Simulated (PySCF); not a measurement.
Compound: GeH9NSi2.
Structure used (PBE0-D3(BJ)/def2-SVP), in Å, numbered top down from 1:
```
atom  x, y, z in Å
N1    -1.7215    0.9944   -0.4018
Si2   -1.5308   -0.7232   -0.1980
Si3    0.7548   -1.1807   -0.4885
Ge4    1.9343    0.7919    0.1426
H5    -1.4018    1.4295   -1.2608
H6    -2.5783    1.4345   -0.0825
H7    -2.3606   -1.5959   -1.0998
H8    -1.9366   -1.0445    1.2054
H9     1.0790   -1.5250   -1.9106
H10    1.1807   -2.3326    0.3684
H11    1.6023    1.1687    1.5978
H12    3.4613    0.6049    0.0241
H13    1.5288    1.9672   -0.7681
```

Jobs on this species (13 atoms, 76 electrons) with PySCF (density fitting). Hardware of each: one thread of an Intel Xeon Platinum 8259CL at 2.50 GHz, on a shared host. Other jobs ran on the host; a repeat could differ by tens of per cent or more. Peak memory is the resident size of the whole Python process, interpreter and libraries included.

Question: Rank these jobs by wall time, shortest first.
A. delta-SCF UKS PBE0, pcX-2 on the ionised atom, pcseg-1 elsewhere, spin-free X2C; ΔSCF core ionisation, 5 holes; 164 basis functions
B. PBE0-D3(BJ)/def2-SVP, grid level 1; geometry optimisation from a GFN2-xTB start shaken at random; 127 basis functions
C. delta-SCF UKS PBE, pcX-2 on the ionised atom, pcseg-1 elsewhere, spin-free X2C; ΔSCF core ionisation, 5 holes; 164 basis functions

Answer: C (25 s), A (46 s), B (80 s).

All jobs:

| level and settings | work | basis functions | SCF cycles | wall time | peak memory |
| --- | --- | --- | --- | --- | --- |
| delta-SCF UKS PBE, pcX-2 on the ionised atom, pcseg-1 elsewhere, spin-free X2C | ΔSCF core ionisation, 5 holes | 164 | 66 | 25 s | 0.61 GiB |
| delta-SCF UKS SCAN, pcX-1 on the ionised atom, pcseg-1 elsewhere, spin-free X2C | ΔSCF core ionisation, 5 holes | 144 | 62 | 28 s | 0.48 GiB |
| delta-SCF UKS HF, pcX-2 on the ionised atom, pcseg-1 elsewhere, spin-free X2C | ΔSCF core ionisation, 5 holes | 164 | 61 | 30 s | 0.66 GiB |
| delta-SCF UKS SCAN, def2-TZVP on the ionised atom, pcseg-1 elsewhere, spin-free X2C | ΔSCF core ionisation, 5 holes | 141 | 64 | 31 s | 0.48 GiB |
| delta-SCF UKS SCAN, pcX-2 on the ionised atom, pcseg-1 elsewhere, non-relativistic | ΔSCF core ionisation, 5 holes | 164 | 66 | 33 s | 0.54 GiB |
| delta-SCF UKS SCAN, pcX-2 on the ionised atom, pcseg-1 elsewhere, spin-free X2C | ΔSCF core ionisation, 5 holes | 164 | 67 | 36 s | 0.63 GiB |
| delta-SCF UKS PBE0, pcX-2 on the ionised atom, pcseg-1 elsewhere, spin-free X2C | ΔSCF core ionisation, 5 holes | 164 | 58 | 46 s | 0.72 GiB |
| delta-SCF UKS B3LYP, pcX-2 on the ionised atom, pcseg-1 elsewhere, spin-free X2C | ΔSCF core ionisation, 5 holes | 164 | 60 | 49 s | 0.68 GiB |
| PBE0-D3(BJ)/def2-SVP, grid level 1 | geometry optimisation from a GFN2-xTB start shaken at random | 127 | 56 | 80 s | 0.50 GiB |

Question: What do all jobs in the table cost together?

Answer: About 6.0 min; the longest takes about 22 % of that, and about 3.2 times as long as the shortest.
